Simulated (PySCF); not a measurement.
Input for PySCF: R-B3LYP/3-21G on CH4O2Si (a complex), monomers drawn apart or pushed together.

```python
from pyscf import gto, scf, dft, mp
from pyscf.data.elements import chemcore

mol = gto.M(
    atom='''
    C     0.37267874   -0.35776862    0.69753512
    O     1.43933991   -0.01463126    0.86222777
    O    -0.74355244   -0.23104962    3.08396345
    Si   -0.43039630    0.24379914    4.61311528
    H    -1.60983824   -0.50938575    2.79721988
    H    -1.23555427    1.42172779    4.93681899
    H     0.99264749    0.53189882    4.54936162
    H    -0.74966833   -0.84380110    5.53801191
    ''',
    basis='3-21g',
    charge=0, spin=0, verbose=3, max_memory=1800)
mf = dft.RKS(mol, xc='b3lyp')
mf.conv_tol = 1e-8
mf.max_cycle = 100
mf.kernel()
if not mf.converged:
    mf = mf.newton().run(mf.mo_coeff, mf.mo_occ)
```

### Question
What total energy does the run end on?

### Answer
-477.8527 hartree.
